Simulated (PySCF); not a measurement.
This triplet is an excited state, 0.49 eV above the relaxed singlet at the level PBE-D3(BJ)/def2-TZVP // PBE-D3(BJ)/def2-SVP (PySCF).

Species: [Ni(NH3)4]2+ (charge 2, multiplicity 3).

**Question.** Give the highest occupied spin orbital, spin population on the central atom (Mulliken) and charge on the central atom (meta-Löwdin) at the level TPSSh-D3(BJ)/def2-TZVP // PBE-D3(BJ)/def2-SVP run with PySCF.

**Answer.** 
- highest occupied spin orbital: -16.19 eV
- spin population on the central atom (Mulliken): 1.72
- charge on the central atom (meta-Löwdin): 1.09 e
